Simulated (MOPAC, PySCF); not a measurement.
H₂O₂Si, SMILES `O[Si]O` (lower singlet; H–O–Si–O torsion 0°, O–Si–O–H torsion 0°), neutral singlet in the gas phase. This singlet lies 2.76 eV below the relaxed triplet at the level frozen-core CCSD(T)/cc-pVTZ // PBE0-D3(BJ)/def2-TZVP (Ansatz).

Cartesian coordinates (Å):
SMILES: O[Si]O
```xyz
5

O      1.3148    -0.2076    -0.2203
Si    -0.0209    -1.1763    -0.2924
O     -1.3213    -0.1611    -0.2157
H      1.2794     0.7502    -0.1483
H     -1.2520     0.7948    -0.1440
```
Charge 0, multiplicity 1.

All levels are single points at this geometry (PBE0-D3(BJ)/def2-TZVP); Pople sets use spherical d functions. Orbital energies aren't observables, and empty levels follow the basis.

```json
[
 {"level": "PBE-D3(BJ)/def2-TZVP in PySCF", "HOMO (eV)": "-6.13", "LUMO (eV)": "-1.84", "gap (eV)": "4.29", "dipole (D)": "2.89", "vertical IE, Delta-SCF (eV)": "–"},
 {"level": "PBE0-D3(BJ)/def2-TZVP in PySCF", "HOMO (eV)": "-7.23", "LUMO (eV)": "-1.01", "gap (eV)": "6.22", "dipole (D)": "2.95", "vertical IE, Delta-SCF (eV)": "–"},
 {"level": "B3LYP/3-21G in PySCF", "HOMO (eV)": "-6.71", "LUMO (eV)": "-0.82", "gap (eV)": "5.89", "dipole (D)": "3.79", "vertical IE, Delta-SCF (eV)": "–"},
 {"level": "B3LYP/6-31G* in PySCF", "HOMO (eV)": "-6.87", "LUMO (eV)": "-0.93", "gap (eV)": "5.93", "dipole (D)": "3.25", "vertical IE, Delta-SCF (eV)": "9.71"},
 {"level": "B3LYP/LANL2DZ in PySCF", "HOMO (eV)": "-7.13", "LUMO (eV)": "-1.48", "gap (eV)": "5.65", "dipole (D)": "3.41", "vertical IE, Delta-SCF (eV)": "–"},
 {"level": "M06-2X/6-31G* in PySCF", "HOMO (eV)": "-8.08", "LUMO (eV)": "0.12", "gap (eV)": "8.21", "dipole (D)": "3.23", "vertical IE, Delta-SCF (eV)": "–"},
 {"level": "PBE/6-31G* in PySCF", "HOMO (eV)": "-5.93", "LUMO (eV)": "-1.56", "gap (eV)": "4.36", "dipole (D)": "3.36", "vertical IE, Delta-SCF (eV)": "9.52"},
 {"level": "SVWN5/6-31G* in PySCF", "HOMO (eV)": "-5.97", "LUMO (eV)": "-1.69", "gap (eV)": "4.28", "dipole (D)": "3.46", "vertical IE, Delta-SCF (eV)": "9.68"},
 {"level": "HF/3-21G in PySCF", "HOMO (eV)": "-9.56", "LUMO (eV)": "2.41", "gap (eV)": "11.97", "dipole (D)": "3.58", "vertical IE, Delta-SCF (eV)": "–"},
 {"level": "HF/6-31G* in PySCF", "HOMO (eV)": "-9.61", "LUMO (eV)": "2.35", "gap (eV)": "11.96", "dipole (D)": "3.33", "vertical IE, Delta-SCF (eV)": "8.67"},
 {"level": "HF/STO-3G in PySCF", "HOMO (eV)": "-6.86", "LUMO (eV)": "7.56", "gap (eV)": "14.42", "dipole (D)": "1.65", "vertical IE, Delta-SCF (eV)": "–"},
 {"level": "PM6 in MOPAC", "HOMO (eV)": "-8.43", "LUMO (eV)": "-0.28", "gap (eV)": "8.15", "dipole (D)": "1.97", "vertical IE, Delta-SCF (eV)": "–"},
 {"level": "PM7 in MOPAC", "HOMO (eV)": "-10.87", "LUMO (eV)": "-0.09", "gap (eV)": "10.78", "dipole (D)": "3.24", "vertical IE, Delta-SCF (eV)": "–"}
]
```
